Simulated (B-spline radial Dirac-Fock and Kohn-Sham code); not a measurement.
Xe¹¹⁺: scattering cross sections and density moments

System: the Xe¹¹⁺ ion, [Kr] 4d7.

Calculated with an atomic code on a B-spline grid, using configuration-average Dirac-Fock orbitals.

```
Sum of ⟨r⟩                          : 17.56 bohr
Sum of ⟨r²⟩                         : 11.87 bohr²
Sum of ⟨1/r⟩                        : 327.72 per bohr
Langevin diamagnetic susceptibility : -9.40 × 10⁻⁶ cm³/mol
Lamb shielding (α²/3)Σ⟨1/r⟩         : 5817 ppm
```

Coherent scattering is the Thomson cross section weighted by f₀², without anomalous dispersion; incoherent scattering is Klein-Nishina weighted by S. The Lamb formula is the non-relativistic shielding expression. Electron correlation is left out. A dash stands where the photon energy is too low for the impulse approximation behind that column.

```
hν (keV)  coherent (b)  incoherent (b)  incoherent per electron (b)
       1          1214               –                            –
       5         928.4           3.023                       0.0703
  8.0478         684.6           5.592                        0.130
 17.4793         323.8           11.27                        0.262
      50         74.06           17.46                        0.406
     200         6.705           16.41                        0.382
     500         1.173           12.21                        0.284
    1000        0.3009           9.018                        0.210
```

Incoherent scattering overtakes coherent scattering between 50 and 200 keV.
